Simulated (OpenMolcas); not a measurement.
A calculation on In.

| Property | Result |
| --- | --- |
| Program | OpenMolcas 26.06 |
| Method | CASSCF |
| Basis | ANO-RCC-VTZP [7s6p4d2f1g] |
| Scalar Hamiltonian | DKH2, point nucleus |
| Active space | 3 electrons in 4 orbitals (5s 5p) |
| State averaging | 2S+1 = 4 odd, 1 root (0 in the spin-orbit step); 2S+1 = 2 odd, 3 roots; 2S+1 = 4 even, 3 roots; 2S+1 = 2 even, 5 roots |
| Spin-orbit coupling | state interaction with AMFI integrals over the reference wave functions, term energies averaged over their components |

(1) Which level of the active space comes out lowest?

(2) How high does 5s 5p2 4P 3/2 lie?

(3) How high does 5s 5p2 4P 1/2 lie?

(4) How high does 5s2 5p 2P* 3/2 lie?

Measured values: NIST Handbook of Basic Atomic Spectroscopic Data.

## Answers

(1) 5s2 5p 2P* 1/2, with 100 % of that term; it is also the measured ground level.

(2) 27608 cm-1 above the lowest level; measured 36021 cm-1 above the ground level, so the calculation is off by -23 %.

(3) 26870 cm-1 above the lowest level; measured 34978 cm-1 above the ground level, so the calculation is off by -23 %.

(4) 2098 cm-1 above the lowest level; measured 2213 cm-1 above the ground level, so the calculation is off by -5 %.

Some high roots are left out of the spin-orbit mixing, which shifts the levels that they would mix with. Without dynamic correlation excited terms often stand tens of per cent too high (terms of higher spin than the ground term too low), and those without a measured partner can miss by more than the paired ones. Terms of s pⁿ other than that of highest spin mix with s² pⁿ⁻² d, which this space lacks; all of them can be thousands of cm-1 off, and some have no real level of that name. Computed and measured levels are paired by configuration, term and J; levels that our copy of the source lacks, or whose pairing is in doubt (as where it misses far off the trend of its configuration), stay unpaired and out of the deviations. Only configurations of the active space appear.

* marks odd parity.
